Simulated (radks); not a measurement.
The numbers below are computed, except where a source is named.
Task: Zn3+, 27 electrons, occupied as [Ne] 3s1 3p6 3d10 (not the ground configuration). Code: a radial shooting solver on a logarithmic mesh with Libxc functionals. Model: Dirac Kohn-Sham, PBEsol, spin-unpolarised, spherical densities, point nucleus.

Spin-orbit splittings of the eigenvalues, e(l+1/2) - e(l-1/2), with zeta = 2 splitting/(2l+1) and mean radii in bohr:

shell  occ.  splitting (eV)  zeta (eV)  <r> j=l-1/2  <r> j=l+1/2
2p        6           23.88      15.92       0.1959       0.1993
3p        6               ?          ?       0.6984       0.7086
3d       10          0.4003     0.1601       0.8104       0.8151
4p        0          0.2897     0.1932        2.307        2.330

Estimate the 3p splitting.

Result: 3.126 eV (zeta = 2.084 eV).
